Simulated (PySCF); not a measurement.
C2H8FNSi2, SMILES [Si@H]1([Si@H](F)NC1)C.

Geometry optimised at TPSSh-D3(BJ)/def2-SVP. The structure was generated by enumeration; whether it is a known compound was not checked.

Two levels are set side by side: TDA-PBE/def2-SVPD (PySCF) and TDA-ωB97X/def2-SVPD (PySCF). Vertical, same geometry. The lowest singlet is HOMO→LUMO+1 98 % with PBE and HOMO→LUMO+1 66 %, HOMO→LUMO 13 %, HOMO−1→LUMO 11 % with the other functional; states are paired by order. Differences are taken from unrounded values.

```csv
quantity,TDA-ωB97X,TDA-PBE,TDA-PBE minus TDA-ωB97X
lowest singlet excitation (eV),6.54,5.39,-1.15
lowest triplet excitation (TDA) (eV),5.73,4.81,-0.92
first bright state (f over 0.05) (eV),7.10,6.12,-0.98
its oscillator strength,0.11,0.07,-0.04
```

Functionals without exact exchange tend to place singlet excitations lower, as here. Differences between two approximate levels are no errors against the true value.

Rough cost on one machine, each run with all the roots and properties that it gave: TDA-ωB97X against TDA-PBE about 5 times.
